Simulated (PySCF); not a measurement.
**Electronic structure of Zr²⁺ (zirconium, charge +2) at the UHF level**

Configuration: [Kr] 4d1 5p1, one real determinant (an excited configuration). Computed with PySCF 2.14 in x2c-TZVPPall (8s6p6d2f1g, 79 functions), with scalar relativity by spin-free X2C-1e.

```
Total energy                                                  : -3595.295277 hartree
One-electron energy                                           : -4937.2767 hartree
Hartree (Coulomb) energy                                      : 1454.5371 hartree
Exchange energy                                               : -112.5557 hartree
⟨S²⟩                                                          : 2.0024
⟨L²⟩                                                          : 8.030
Sum of ⟨r⟩                                                    : 25.61 bohr
Sum of ⟨r²⟩                                                   : 40.51 bohr²
Traceless quadrupole moment −½Σ⟨3z² − r²⟩ along its main axis : -5.34 e·bohr²
Langevin diamagnetic susceptibility                           : -32.1 ×10⁻⁶ cm³/mol
```

```
shell  electrons  mean orbital energy (eV)  spread (eV)  rms radius, mean of both spins (bohr)
 1s α          1                  -18117.1            0                                 0.0426
 1s β          1                  -18117.0            0                                 0.0426
 2s α          1                   -2599.3            0                                  0.176
 2s β          1                   -2599.1            0                                  0.176
 2p α          3                   -2314.6        0.021                                  0.157
 2p β          3                   -2314.4        0.139                                  0.157
 3s α          1                   -473.69            0                                  0.488
 3s β          1                   -473.55            0                                  0.488
 3p α          3                   -378.17        0.286                                  0.496
 3p β          3                   -377.99        0.288                                  0.496
 3d α          5                   -220.89        0.843                                  0.495
 3d β          5                   -220.58        0.358                                  0.495
 4s α          1                   -87.876            0                                   1.29
 4s β          1                   -86.534            0                                   1.29
 4p α          3                   -60.363        0.890                                   1.44
 4p β          3                   -58.547        0.894                                   1.44
 4d α          1                   -26.531            0                                   2.03
 5p α          1                   -15.686            0                                   3.99
```

⟨L²⟩ = 8.03 against 12 for a pure F term, so this real determinant mixes terms.

Densities and radii are taken from the X2C orbitals without a picture-change correction, which distorts them close to the nucleus.

Spin-orbit constants ζ (cm⁻¹) from the X2C one-electron operator on these orbitals: bare nucleus, nucleus screened by l(l+1)(2l+1)/3 electrons, and screened by the Breit-Pauli mean field of the electrons.

```tsv
shell	bare	screened nucleus	mean field
2p	469500	446000	435500
3p	75650	71870	69870
3d	10390	7789	7379
4p	9265	8802	8525
4d	692.1	519.1	472.0
5p	998.4	948.5	917.5
```

To first order the Landé constant is A = 310.3 cm⁻¹, so the lowest level has J = 2 and lies 0.154 eV below the centre of the term. This holds in LS coupling only.
